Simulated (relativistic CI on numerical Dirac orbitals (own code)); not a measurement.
What each ingredient does to the levels of Kr IX

Base calculation: Dirac-Coulomb-Breit CI, KLI orbitals optimised for each configuration, model QED (radiative potential, 1s self-energy scaled to tabulated hydrogen-like ionisation energies), unscaled Slater integrals.

Configuration list (outside the closed core [Ne] 3s2): 3p⁶3d¹⁰, 3p⁶3d⁹4s, 3p⁶3d⁹4p, 3p⁶3d⁸4s², 3p⁶3d⁹4d, 3p⁶3d⁸4s4p, 3p⁶3d⁹5s, 3p⁶3d⁸4p², 3p⁶3d⁹4f, 3p⁶3d⁹5p, 3p⁶3d⁸4s4d, 3p⁶3d⁹5d, 3p⁶3d⁸4p4d, 3p⁶3d⁹5f, 3p⁶3d⁹5g, 3p⁵3d¹⁰4s. Levels of other configurations are missing.

The lowest level and the first level of each name with at least 55 % of one term (blank where a level has no safe partner in the second run):

| Level | Base (cm⁻¹) | Shift (cm⁻¹) |
| --- | --- | --- |
| 3p⁶3d¹⁰ ¹S0 | 0 | 0 |
| 3p⁶3d⁹4s ³D3 | 683837 | -387 |
| 3p⁶3d⁹4s ³D2 | 686930 | -344 |
| 3p⁶3d⁹4s ³D1 | 694066 | +116 |
| 3p⁶3d⁹4s ¹D2 | 698133 | +77 |
| 3p⁶3d⁹4p ³P°2 | 829481 | -533 |
| 3p⁶3d⁹4p ³F°3 | 836610 | -537 |
| 3p⁶3d⁹4p ³P°1 | 840091 | -146 |
| 3p⁶3d⁹4p ³F°2 | 844058 | -104 |
| 3p⁶3d⁹4p ³F°4 | 844334 | -338 |
| 3p⁶3d⁹4p ³P°0 | 846449 | +119 |
| 3p⁶3d⁹4p ¹D°2 | 853027 | -354 |
| 3p⁶3d⁹4p ³D°3 | 854150 | -309 |
| 3p⁶3d⁹4p ¹P°1 | 856823 | -153 |
| 3p⁶3d⁹4p ³D°1 | 862312 | +6 |
| 3p⁶3d⁹4p ³D°2 | 864324 | +125 |
| 3p⁶3d⁹4d ³S1 | 1071420 | -4 |
| 3p⁶3d⁹4d ³G5 | 1082164 | +34 |
| 3p⁶3d⁹4d ³G4 | 1082260 | -38 |
| 3p⁶3d⁹4d ³P2 | 1083174 | -75 |
| 3p⁶3d⁹4d ³D3 | 1086400 | -32 |
| 3p⁶3d⁹4d ³P0 | 1088180 | +190 |

At this charge configurations can still be misplaced by up to about 7 % of their energy.

Problem. One thing was changed in a second run, which moved the levels as shown. Which?
A. valence Slater integrals scaled by 0.9
B. QED terms removed
C. Breit term removed
D. configuration mixing switched off

Solution. C. Breit term removed. The Breit term mainly narrows fine-structure intervals, so removing it widens them.

LS names give the leading component of a level, which can be under half, so a name can repeat, a term be missing and a line seem to break the LS rules.
